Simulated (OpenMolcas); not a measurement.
# Rh4+: effect of the metal basis

Rh4+ with its 6 nearest fluoride ions at 1.873 Å, on the Ge site of Cs2GeF6 (a = 9.021 Å, distance in the model lattice 1.804 Å). The rest of the host is ab initio model potentials to 7.6 Å and point charges beyond; the distance is set by hand and nothing relaxes.

```json
{
 "Program": "OpenMolcas 26.06",
 "Method": "SS-CASPT2, IPEA 0.25 Eh, imaginary shift 0.1 Eh (closed shells correlated: 4s 4p and the ligand valence shells)",
 "Spin-orbit coupling": "state interaction with AMFI integrals over the reference wave functions"
}
```

Fixed: ligand basis ANO-RCC-VDZP, active space 5 electrons in 5 orbitals (4d), DKH2 Hamiltonian.

States (labels of O, the rotations of Oh). Energies in cm-1 above the lowest state or level, χT in cm3 K/mol; under a threefold ground state the first gap can be a small split of the lowest multiplet, not the spin-orbit step; 10Dq and B are least-squares fits to the states below 45000 cm-1, weighted by degeneracy, with a free offset, and given where the rms deviation is under 5 % of |10Dq| (or 100 cm-1) and under 700 cm-1.

| Run | Metal basis | Ground state | First state of that spin | 10Dq | B (rms of fit) | First gap with spin-orbit (degeneracies) | χT at 300 K | First state of another spin | Cost |
| --- | --- | --- | --- | --- | --- | --- | --- | --- | --- |
| A | ANO-RCC-VDZP | 2T2 | 26860 | 31205 | 550 (580) | 2280 (2, 4) | 0.515 | 2S+1 = 4: 22370 | roughly 3 core-minutes |
| B | ANO-RCC-VTZP | 2T2 | 26830 | 31057 | 514 (659) | 2250 (2, 4) | 0.527 | 2S+1 = 4: 22250 | roughly 6 core-minutes |

Against A, |10Dq| changes by -0.5 % in B.

Costs are those of the CASPT2 steps.

Roots that are degenerate in the reference are averaged as groups; the widest CASPT2 spread within a group is 700 cm-1 (the 3-fold group of multiplicity 2 near 105000 cm-1 above the lowest state of its run, A). Shifts and gaps below about the spread of the groups concerned are not significant. Over all roots computed the reference weight is 0.67 to 0.70 in A, 0.67 to 0.70 in B; a low but even weight reflects the number of correlated electrons. An orbital triplet at a regular site is open to Jahn-Teller coupling, which can distort the site and quench the lowest spin-orbit gaps and is left out. Ligand-to-metal charge-transfer states are missing. With no ligand orbital active B as a rule stays too high, so bands that hang on it stand too high and its fall with covalency is understated. With one d shell and no ligand orbital active, 10Dq can be off by a tenth or more. The least metal-like active orbital is 69 % on the metal (Löwdin) and no ligand orbital is active, so the numbers are rough, and ground spin, moment and any spin crossover can be artefacts of this space; highly charged d ions in such sites are as a rule low spin (holds for A). The least metal-like active orbital is 71 % on the metal (Löwdin) and no ligand orbital is active, so the numbers are rough (holds for B). No measured value stands beside these numbers; the geometry was set by hand and not optimised.

A state without a sure symmetry label is named by its multiplicity alone.
